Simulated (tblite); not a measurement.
Species: C6H10FO3S (charge -1).
Numbering: `[CH3:1][C@@H:2]1[C@H:3]([CH2:4][F:5])[C@@:6]1([CH3:7])[S:8](=[O:9])(=[O:10])[O-:11]` (hydrogens: H12, H13, H14 on C1; H15 on C2; H16 on C3; H17, H18 on C4; H19, H20, H21 on C7)

Structure used (GFN2-xTB), in Å, numbered top down from 1:
```xyz
21
C6H10FO3S angstrom
C      0.7945    1.5792   -1.2464
C     -0.1631    1.0748   -0.1936
C      0.2943    0.2801    1.0099
C      1.7244   -0.1219    1.2131
F      2.4875    0.9189    1.7353
C     -0.5477   -0.3538   -0.0505
C     -0.1406   -1.4865   -0.9345
S     -2.2777   -0.6021    0.4935
O     -3.0411   -0.6905   -0.7481
O     -2.2352   -1.8501    1.2507
O     -2.5960    0.5711    1.3033
H      0.2426    1.8403   -2.1484
H      1.3146    2.4687   -0.8899
H      1.5386    0.8316   -1.5104
H     -0.9753    1.7618    0.0199
H     -0.2387    0.4862    1.9317
H      1.8037   -0.9381    1.9397
H      2.2199   -0.4076    0.2813
H     -0.1634   -2.4060   -0.3512
H      0.8440   -1.3681   -1.3899
H     -0.8944   -1.5711   -1.7160
```

Method: GFN2-xTB as coded in tblite; computed harmonic values from a numerical Hessian at the method's own geometry, unscaled. Errors from tens to a few hundred cm⁻¹ against measured bands are possible. One conformer, not necessarily the lowest.

Harmonic wavenumbers (cm⁻¹): 33.6, 47.3, 82.3, 104.8, 115.3, 131.3, 177.1, 214.8, 245.2, 273.4, 284.4, 322.1, 347.9, 464.9, 489.0, 501.3, 519.4, 552.3, 671.7, 816.1, 871.4, 899.4, 965.1, 969.0, 982.2, 1015.6, 1023.5, 1052.5, 1081.6, 1124.1, 1140.4, 1144.7, 1152.2, 1157.4, 1200.9, 1217.8, 1298.2, 1309.5, 1332.3, 1384.8, 1401.1, 1442.9, 1464.6, 1488.5, 1495.8, 1502.8, 1517.8, 2930.2, 2955.3, 2964.3, 2995.2, 3011.4, 3012.9, 3025.1, 3028.9, 3038.3, 3046.2.

A = 1660, B = 639.4, C = 600.0 MHz; mass 181.033 u (most abundant isotopes); point group C1, symmetry number 1.

Q: Zero-point energy?

A: ½Σν̃ = 34519 cm⁻¹ = 98.69 kcal/mol.

Q: Entropy at 350 K, 1 bar (ideal gas, RRHO, classical rotation)?

A: Translation 42.31, rotation 31.08, vibration 47.27: S = 120.7 cal/(mol K).

Q: And Cp and H(350 K) − H(0)?

A: Cp = 51.53 cal/(mol K), of which vibrations give 43.58 (their classical limit is 57 R = 113.3); H(350 K) − H(0) = 11.01 kcal/mol without the zero-point energy, 8.23 from vibrations.

Q: Which modes carry the vibrational entropy at 350 K?

A: 33.6 cm⁻¹: 5.92; 47.3 cm⁻¹: 5.24; 82.3 cm⁻¹: 4.15; 104.8 cm⁻¹: 3.68; 115.3 cm⁻¹: 3.49; 131.3 cm⁻¹: 3.24 cal/(mol K); the other 51 give 21.55 together.

Q: How do the functions run with temperature in this model?

A: 
| T (K) | S (cal/(mol K)) | Cp (cal/(mol K)) | H − H(0) (kcal/mol) | G − H(0) (kcal/mol) | ln q(vib) |
| --- | --- | --- | --- | --- | --- |
| 150 | 87.6 | 29.7 | 2.90 | -10.24 | 4.80 |
| 250 | 105.3 | 40.5 | 6.41 | -19.91 | 8.49 |
| 298.15 | 112.9 | 45.8 | 8.49 | -25.16 | 10.18 |
| 400 | 127.9 | 56.8 | 13.72 | -37.44 | 13.63 |
| 600 | 154.4 | 73.9 | 26.91 | -65.73 | 20.04 |
| 900 | 187.7 | 89.9 | 51.70 | -117.21 | 28.83 |

q(vib) and H(0) count from the zero-point level.

Q: What must be added to the electronic energy to get the Gibbs energy at 350 K and 1 bar?

A: ZPE + [H(350 K) − H(0)] − T·S = 98.69 + 11.01 − 42.23 = 67.47 kcal/mol.

Hindered rotation and anharmonicity are outside this model. Other conformers, if any are populated, would add a mixing term that is left out. The structure is chiral; the term R ln 2 for an equal mix with its mirror image is left out.
